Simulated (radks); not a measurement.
Spin polarisation of the 4d7 shell in Pd3+. Start: [Kr] 4d(up 3.5, down 3.5); electrons of 4d are moved from spin down to spin up, other shells keep equal spins. Method: non-relativistic Kohn-Sham, PBE, spin-polarised, spherical densities, point nucleus; computed with a radial shooting solver on a logarithmic mesh with Libxc functionals.

| moment (Bohr magnetons) | E - E(0) (eV) | e(4d up) (eV) | e(4d down) (eV) | 4p down minus up (eV) | 4s down minus up (eV) | 3d down minus up (eV) |
|---|---|---|---|---|---|---|
| 0 | 0.000 | -42.140 | -42.140 | 0.000 | 0.000 | 0.000 |
| 0.75 | -0.112 | -42.429 | -41.831 | 0.619 | 0.608 | 0.132 |
| 1.5 | -0.449 | -42.700 | -41.502 | 1.239 | 1.218 | 0.263 |
| 2.25 | -1.011 | -42.953 | -41.152 | 1.862 | 1.830 | 0.395 |
| 3 | -1.800 | -43.188 | -40.779 | 2.489 | 2.446 | 0.526 |

At moment 3 the spin-polarisation energy is -1.800 eV and the 4d exchange splitting 2.409 eV, that is 0.803 eV per Bohr magneton; E = -I m^2/4 would give I = 0.800 eV.
